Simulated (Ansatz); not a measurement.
Ansatz (a quantum-chemistry and plane-wave program) input (HF/STO-3G):

Ansatz 0.2 input:
```yaml
crystal:
  periodic: [false, false, false]
  atoms:
    - {symbol: Mg, position_ang: [-0.00000000, -0.00000000, -2.12540800]}
    - {symbol: I, position_ang: [0.00000000, 0.00000000, 0.48122500]}
basis:
  gaussian:
    orbitals: STO-3G
hamiltonian:
  xc: {name: HF}
magnetization: {spin_polarized: true, initial_magnetization: 1}
relax: {f_tol: 0.003, max_steps: 120}
```

From the output:

```
the calculation of the forces begins
reference -191781.40873413 eV, -7047.8367768714 hartree; 33, 32 occupied and 3, 4 virtual orbitals, 394 factors
relax step   3: F+E_penalty+E_count = -191781.40873413 eV  Δ(F+E_penalty+E_count) = -1.406e-2 eV  max|allowed force component| = 6.343e-2 eV/Å  Δτ_max = 0.0258 Å  (30 SCF iters, accepted)
these checks for a lower state are left out or cut short: starts, cluster_reference, orbital_swaps, neighbouring_geometries, increment
integrals: 0.00 GiB planned
394 factors; integrals over basis functions are off by at most 6.6e-5 eV
mean field: 0.15 GiB planned
mean field evaluation 32: about -191781.4089 eV, gradient 2.3e-5 eV
mean field -191781.40889529 eV, -7047.8367827940 hartree, gradient 2.3e-5 eV, S^2 0.751253; 0 other end points of the search recorded, 0 dependent functions left out
the calculation of the forces begins
reference -191781.40889529 eV, -7047.8367827940 hartree; 33, 32 occupied and 3, 4 virtual orbitals, 394 factors
relax step   4: F+E_penalty+E_count = -191781.40889529 eV  Δ(F+E_penalty+E_count) = -1.612e-4 eV  max|allowed force component| = 4.351e-3 eV/Å  Δτ_max = 0.0024 Å  (25 SCF iters, accepted)
these checks for a lower state are left out or cut short: starts, cluster_reference, orbital_swaps, neighbouring_geometries, increment
integrals: 0.00 GiB planned
394 factors; integrals over basis functions are off by at most 6.6e-5 eV
mean field: 0.15 GiB planned
mean field -191781.40889604 eV, -7047.8367828217 hartree, gradient 1.7e-5 eV, S^2 0.751252; 0 other end points of the search recorded, 0 dependent functions left out
the calculation of the forces begins
reference -191781.40889604 eV, -7047.8367828217 hartree; 33, 32 occupied and 3, 4 virtual orbitals, 394 factors
relax step   5: F+E_penalty+E_count = -191781.40889604 eV  Δ(F+E_penalty+E_count) = -7.543e-7 eV  max|allowed force component| = 3.289e-5 eV/Å  Δτ_max = 0.0002 Å  (21 SCF iters, accepted)
integrals: 0.00 GiB planned
394 factors; integrals over basis functions are off by at most 6.6e-5 eV
mean field: 0.15 GiB planned
mean field -191781.40889604 eV, -7047.8367828217 hartree, gradient 1.7e-5 eV, S^2 0.751252; 1 other end points of the search recorded, 0 dependent functions left out
the calculation of the forces begins
reference -191781.40889604 eV, -7047.8367828217 hartree; 33, 32 occupied and 3, 4 virtual orbitals, 394 factors
Total energy: -191781.40889604 eV, -7047.8367828217 hartree
Atom 0 at     0.000000    -0.000000    -2.089644 Å, force    -0.000000     0.000000    -0.000033 eV/Å
Atom 1 at    -0.000000     0.000000     0.445461 Å, force     0.000000    -0.000000     0.000033 eV/Å
Dipole moment:    -0.000000    -0.000000    -1.484582 e Å
```

The geometry given is a B3LYP-D3(BJ)/def2-TZVP minimum.
